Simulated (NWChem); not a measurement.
# GaH$_{2}$F; SMILES [F][GaH2]

```xyz
4

Ga     0.0000     0.0000    -0.3469
H      0.0000     1.4309    -0.9903
H      0.0000    -1.4309    -0.9903
F      0.0000     0.0000     1.4151
```
Atoms are numbered in this order, from 1.

Program: NWChem. Geometry: optimised at B3LYP/6-31G* (spherical d). Ions are spin-unrestricted doublets at the neutral geometry; other ion states weren't tried.

For level PBE/def2-SVP:

- vertical ionisation energy, ΔSCF (eV) = 11.06
- −ε(HOMO) (eV) = 7.37

Task: Estimate the same quantities for level B3LYP/def2-SVP.

Result: The vertical ionisation energy, ΔSCF (eV) is 11.45 and the −ε(HOMO) (eV) is 8.62.
